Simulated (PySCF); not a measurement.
## Vertical excitation energies

Species: Si(vinyl)3(OtBu), C10H18OSi.
InChI=1S/C10H18OSi/c1-7-12(8-2,9-3)11-10(4,5)6/h7-9H,1-3H2,4-6H3

Theory: PySCF 2.14.0, density-fitted response routines, TDDFT B3LYP/def2-SVPD, vertical, gas phase, core orbitals frozen in the response. Geometry: PBE0-D3(BJ)/def2-SVP, one conformer, isolated molecule.

Task: List the vertical singlet excitations with oscillator strengths and describe the spectrum.

Result: 

```tsv
state	E (eV)	E (hartree)	f	main configurations (H = HOMO, L = LUMO)
S1	5.40	0.1983	0.0000	H-1→L (58%), H→L (37%)
S2	5.72	0.2103	0.060	H→L (38%), H-3→L (24%), H-1→L (24%)
S3	5.78	0.2124	0.0060	H→L+1 (88%)
S4	5.85	0.2148	0.026	H-2→L (58%), H-4→L (10%)
S5	5.93	0.2179	0.0021	H-1→L+1 (69%), H-2→L+1 (10%), H-3→L+1 (8%)
S6	6.02	0.2211	0.0023	H-2→L+1 (76%)
S7	6.09	0.2237	0.146	H-3→L (60%), H→L (19%)
S8	6.42	0.2358	0.0071	H-4→L (44%), H→L+2 (24%), H-5→L (9%)
S9	6.45	0.2370	0.0008	H-4→L+1 (70%), H-5→L+1 (12%)
S10	6.53	0.2400	0.015	H-1→L+2 (60%), H-4→L (20%), H→L+2 (10%)
```

Triplets (Tamm–Dancoff): T1 4.13 eV, H→L (44%), H-1→L (20%), H-2→L+2 (11%); T2 4.21 eV, H-3→L+1 (64%), H-1→L+1 (26%); T3 4.29 eV, H-2→L (39%), H→L+2 (20%), H-4→L (17%); T4 5.14 eV, H-1→L (61%), H→L (23%).

The lowest singlet lies at 5.40 eV (230 nm, ultraviolet) and is dark (f under 0.0005); its leading configuration is HOMO-1→LUMO (58%). The most intense listed level is S7 at 6.09 eV (204 nm, f = 0.146), 0.69 eV above S1. Löwdin shares by element: HOMO carbon 37% or more, oxygen 29% (atoms not listed hold the other 34%); LUMO carbon 71% or more (atoms not listed hold the other 29%). Weighted by f, the mean energy of these states is 6.01 eV. Of the 10 states listed, 4 reach f = 0.01 and 1 stays under 0.0005. The listed states span 1.13 eV. Singlets were solved by full linear response, triplets in the Tamm–Dancoff approximation.

Time: 1.8 min wall, 4.0 min CPU (grids of density and orbitals included); peak memory 2.3 GiB. Hardware: 2 threads of an Intel Xeon 6975P-C, no GPU, on a shared host.
